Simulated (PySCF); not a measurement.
## MnF₄, doublet: molecular constants

Method: UPBE0 in PySCF with Mn def2-SVP, F def2-SVP; no relativity; density-fitted integrals.

The structure is a saddle point with 1 imaginary mode.

```
Point group                                                                   : C2v
Bond lengths                                                                  : Mn–F 1.678 Å (×2), Mn–F 1.684 Å (×2)
Bond angles                                                                   : F–Mn–F 104.0°, F–Mn–F 107.8°, F–Mn–F 111.3° (×4)
Rotational constants                                                          : 0.1233, 0.1163, 0.114 cm⁻¹
Dipole moment                                                                 : 0.20 D
Principal quadrupole moments (Buckingham, traceless) about the centre of mass : -0.87, 0.38, 0.49 D Å
Principal polarisabilities                                                    : 25.3, 25.8, 26.9 bohr³
Zero-point energy (real modes)                                                : 21.9 kJ/mol
Spin squared ⟨S²⟩                                                             : 1.382
Atomisation energy without zero-point energy                                  : 1404 kJ/mol
Highest occupied level (β)                                                    : -9.66 eV
Lowest empty level (α)                                                        : -4.95 eV
```

Harmonic modes (masses in u: Mn 54.938, F 18.998):
```tsv
symmetry	ω (cm⁻¹)	IR (km/mol)	μ (u)
a2	296i	–	19.00
b2	115	10.6	22.16
b1	138	12.6	22.43
a1	158	0.3	19.03
a1	227	19.7	22.44
a1	718	0.0	19.00
b2	745	185	24.89
b1	750	164	24.56
a1	805	158	24.50
```

In C2v the vibrations span a2 + 2b2 + 2b1 + 4a1. The a2 mode carries no infrared intensity, as symmetry demands.

Charges (e):
```csv
atom,Mulliken,Löwdin,polar tensor,spin (Mulliken),Mayer order to Mn1
Mn1,1.35,0.68,2.26,0.93,–
"F2,3",-0.34,-0.17,-0.57,0.07,1.02
"F4,5",-0.34,-0.17,-0.56,-0.04,1.01
```

Mulliken populations on Mn1: s 6.17, p 12.50, d 4.97, f 0.01.

Outer orbital energies (eV). α occupied: -13.49, -13.38, -13.32, -12.68, -12.65, -12.23, -10.78, -10.19; empty: -4.95, -4.89, -4.82, 0.12. β occupied: -13.87, -13.32, -13.30, -13.13, -12.46, -12.30, -12.29, -9.66; empty: -4.94, -4.50, -4.46, -4.08.

The determinant is spin-contaminated (⟨S²⟩ = 1.38, pure value 0.75). Other isomers or separated fragments may lie lower. Open d and f shells are described by one determinant, and the ground state may have another occupation or spin. At this level a quartet minimum of C2v symmetry lies 72 kJ/mol below this structure.

The final relaxation and frequency run took of the order of 4 core-minutes on a shared host.
